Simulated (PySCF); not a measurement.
# Radial density of Se (selenium, neutral)

UHF, [Ar] 3d10 4s1 4p4 4d1, one real determinant (an excited configuration). Calculation: PySCF 2.14, in aug-cc-pVDZ-PP with ECP10MDF; scalar relativity through the core potential. This is the valence pseudo-density: the core potential removes the inner electrons and smooths the orbitals near the nucleus.

```json
{"r (bohr)": "0.000659", "4πr²ρ (e/bohr)": "2.707e-05", "4πr²(ρα − ρβ)": "0.0000"}
{"r (bohr)": "0.00111", "4πr²ρ (e/bohr)": "7.646e-05", "4πr²(ρα − ρβ)": "0.0000"}
{"r (bohr)": "0.00186", "4πr²ρ (e/bohr)": "0.0002154", "4πr²(ρα − ρβ)": "0.0000"}
{"r (bohr)": "0.00313", "4πr²ρ (e/bohr)": "0.0006019", "4πr²(ρα − ρβ)": "0.0000"}
{"r (bohr)": "0.00527", "4πr²ρ (e/bohr)": "0.001645", "4πr²(ρα − ρβ)": "0.0001"}
{"r (bohr)": "0.00887", "4πr²ρ (e/bohr)": "0.004242", "4πr²(ρα − ρβ)": "0.0003"}
{"r (bohr)": "0.0149", "4πr²ρ (e/bohr)": "0.009531", "4πr²(ρα − ρβ)": "0.0007"}
{"r (bohr)": "0.0251", "4πr²ρ (e/bohr)": "0.01734", "4πr²(ρα − ρβ)": "0.0013"}
{"r (bohr)": "0.0422", "4πr²ρ (e/bohr)": "0.03294", "4πr²(ρα − ρβ)": "0.0019"}
{"r (bohr)": "0.0710", "4πr²ρ (e/bohr)": "0.1431", "4πr²(ρα − ρβ)": "0.0023"}
{"r (bohr)": "0.119", "4πr²ρ (e/bohr)": "1.145", "4πr²(ρα − ρβ)": "0.0048"}
{"r (bohr)": "0.201", "4πr²ρ (e/bohr)": "6.725", "4πr²(ρα − ρβ)": "0.0393"}
{"r (bohr)": "0.338", "4πr²ρ (e/bohr)": "24.04", "4πr²(ρα − ρβ)": "0.2891"}
{"r (bohr)": "0.568", "4πr²ρ (e/bohr)": "29.92", "4πr²(ρα − ρβ)": "0.1620"}
{"r (bohr)": "0.955", "4πr²ρ (e/bohr)": "8.562", "4πr²(ρα − ρβ)": "0.4563"}
{"r (bohr)": "1.61", "4πr²ρ (e/bohr)": "3.342", "4πr²(ρα − ρβ)": "2.0139"}
{"r (bohr)": "2.70", "4πr²ρ (e/bohr)": "1.725", "4πr²(ρα − ρβ)": "1.0957"}
{"r (bohr)": "4.55", "4πr²ρ (e/bohr)": "0.2906", "4πr²(ρα − ρβ)": "0.1947"}
{"r (bohr)": "7.65", "4πr²ρ (e/bohr)": "0.001042", "4πr²(ρα − ρβ)": "-0.0005"}
```

⟨L²⟩ = 8.00 against 12 for a pure F term, so this real determinant mixes terms. Energies and moments cover only the electrons outside the core potential. The outer electron is Rydberg-like, and this basis confines it to a smaller radius and binds it less than a complete one would.
